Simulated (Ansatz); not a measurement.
Relaxation of CH9FO2Si (14 atoms, charge 0, multiplicity 1), to a largest force component of 0.03 eV/Å in at most 50 steps.

The calculation used Ansatz 0.2.0, RKS PBE/STO-3G.

```xyz
14
Properties=species:S:1:pos:R:3
Si -0.732 -0.454 1.644
O 0.635 0.974 -0.732
C -0.631 0.864 -1.490
H -1.165 -1.314 0.537
H -0.976 -1.169 2.888
H -1.610 0.719 1.616
H 2.029 -1.500 0.255
O 0.960 -0.035 1.589
H 1.262 0.363 -1.240
F 2.200 -1.507 -0.694
H -1.415 1.434 -0.948
H -0.505 1.301 -2.509
H -0.974 -0.191 -1.606
H 0.921 0.516 0.690
```

Question: Where does it end, and by what steps?

Answer: The forces met the threshold. Limits of this set-up: minimal basis. After 14 steps the energy has fallen by 2.449 eV; H7 moved furthest, 1.00 Å. Joined: H7–O8.

```json
{"step": "0", "energy less start (eV)": "0.0000", "largest force component (eV/Å)": "2.764", "accepted": "yes"}
{"step": "1", "energy less start (eV)": "-0.5539", "largest force component (eV/Å)": "1.112", "accepted": "yes"}
{"step": "2", "energy less start (eV)": "-1.1127", "largest force component (eV/Å)": "1.259", "accepted": "yes"}
{"step": "3", "energy less start (eV)": "-1.6610", "largest force component (eV/Å)": "1.340", "accepted": "yes"}
{"step": "4", "energy less start (eV)": "-2.1819", "largest force component (eV/Å)": "0.718", "accepted": "yes"}
{"step": "5", "energy less start (eV)": "-2.2019", "largest force component (eV/Å)": "2.022", "accepted": "yes"}
{"step": "6", "energy less start (eV)": "-2.4027", "largest force component (eV/Å)": "0.437", "accepted": "yes"}
{"step": "7", "energy less start (eV)": "-2.4231", "largest force component (eV/Å)": "0.435", "accepted": "yes"}
{"step": "8", "energy less start (eV)": "-2.4268", "largest force component (eV/Å)": "0.782", "accepted": "yes"}
{"step": "9", "energy less start (eV)": "-2.4222", "largest force component (eV/Å)": "0.385", "accepted": "no"}
{"step": "10", "energy less start (eV)": "-2.4458", "largest force component (eV/Å)": "0.086", "accepted": "yes"}
{"step": "11", "energy less start (eV)": "-2.4476", "largest force component (eV/Å)": "0.036", "accepted": "yes"}
{"step": "12", "energy less start (eV)": "-2.4482", "largest force component (eV/Å)": "0.048", "accepted": "yes"}
{"step": "13", "energy less start (eV)": "-2.4484", "largest force component (eV/Å)": "0.052", "accepted": "yes"}
{"step": "14", "energy less start (eV)": "-2.4486", "largest force component (eV/Å)": "0.009", "accepted": "yes"}
```

```xyz
14
Properties=species:S:1:pos:R:3
Si -0.732 -0.692 1.772
O 0.877 1.023 -0.891
C -0.395 0.917 -1.627
H -1.446 -1.415 0.719
H -0.474 -1.615 2.871
H -1.572 0.405 2.237
H 1.340 -0.805 0.478
O 0.782 -0.042 1.235
H 1.418 -0.071 -0.997
F 1.768 -1.118 -0.581
H -1.070 1.756 -1.340
H -0.204 0.990 -2.723
H -0.941 -0.043 -1.442
H 0.648 0.709 0.290
```

Time of the run: 39 s on 1 thread of Arm Neoverse V2 (shared host), peak memory 0.15 GiB.
